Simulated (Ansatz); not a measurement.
Computed with Ansatz on PBE0-D4/def2-TZVP structures; ΔE is electronic, products minus reactants. CBS: MP2 limit from def2 TZ/QZ plus the TZ coupled-cluster correction, frozen cores. This one scheme is used for every species. DFT in def2-TZVPP. One conformer a species, not always the lowest.

Reaction (silylene formation by 1,1-elimination): `CC[Si](N)(O)Cl` → `CCCl` + `N[Si]O`

CCSD(T)/CBS gives +3.19 eV.

**Question.** Another level gave +3.16 eV. Which?
A. B97M-V/def2-TZVPP
B. SCS-MP2/def2-TZVPP
C. revPBE-D4/def2-TZVPP
D. CCSD/def2-TZVPP

**Answer.** B. SCS-MP2/def2-TZVPP 3.16, revPBE-D4 3.03, CCSD/def2-TZVPP 3.12, B97M-V 3.21 eV.

Largest T1 diagnostic among the species: 0.014.

From PBE to PBE0 (25 % exact exchange), in def2-TZVPP and without D4, ΔE moves by +0.23 eV. Leaving LDA and LC-ωPBE aside and taking each functional with its dispersion term where it has one, the values, not all of them listed here, spread over 0.56 eV, from BLYP-D4 to r2SCAN0-D4. LDA lies +0.40 eV from PBE without D4.
